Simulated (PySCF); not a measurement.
Cl2FH5Si3. Atoms are numbered in the order given.

```xyz
11

Si     2.4626     0.0928    -0.1201
F      3.8081    -0.8351    -0.1355
Si     0.5598    -1.2829     0.0344
Si    -1.2421     0.1174    -0.4960
Cl    -3.0122    -0.5396     0.3632
Cl    -0.7324     1.9843     0.2925
H      2.5405     1.0101     1.0470
H      2.4260     0.8733    -1.3875
H      0.6178    -2.4296    -0.9187
H      0.3650    -1.7879     1.4237
H     -1.4868     0.3090    -1.9479
```
Charge 0, spin multiplicity 1.

Geometry: B3LYP-D3(BJ)/def2-SVP. The structure was generated by enumeration, and PubChem lists no compound with its InChIKey, so it may never have been made. The values are those of a single conformer.

The numbers are results of B3LYP-D3(BJ)/def2-SVP in PySCF, not measurements.

Frequencies are harmonic and unscaled.

```
mode  ν (cm⁻¹)  IR (km/mol)  moving atoms (share of kinetic energy)
----  --------  -----------  --------------------------------------
1           26          0.4         Si 47 %, Cl 30 %, H 15 %, F 9 %
2           47          2.0         F 31 %, Si 31 %, Cl 29 %, H 9 %
3           69          1.8        F 31 %, Si 28 %, Cl 26 %, H 15 %
4          130          1.3                        Cl 52 %, Si 36 %
5          132          4.3         Si 44 %, Cl 27 %, F 21 %, H 9 %
6          188          4.6                 Cl 60 %, Si 31 %, H 8 %
7          188          4.3         Si 40 %, F 37 %, Cl 13 %, H 9 %
8          343         15.2                         H 87 %, Si 11 %
9          399         11.3                Si 63 %, Cl 19 %, H 17 %
10         444          2.5                         Si 87 %, H 10 %
11         514         20.5                         H 66 %, Si 32 %
12         529         59.2                 Si 57 %, Cl 34 %, H 9 %
13         568        129.9                        Si 57 %, Cl 38 %
14         655         43.0                         H 87 %, Si 12 %
15         661        202.9                         H 86 %, Si 13 %
16         752         19.9                                  H 93 %
17         782         82.8                         H 90 %, Si 10 %
18         801         50.3                                  H 91 %
19         854         22.2                 F 49 %, H 33 %, Si 18 %
20         891        244.4                         H 80 %, Si 14 %
21         927         98.9                         H 85 %, Si 11 %
22         949        129.1                         H 83 %, Si 13 %
23        2210         65.8                                  H 98 %
24        2224         17.4                                  H 96 %
25        2230         65.9                                  H 97 %
26        2244         87.8                                  H 97 %
27        2250        137.0                                  H 96 %
```
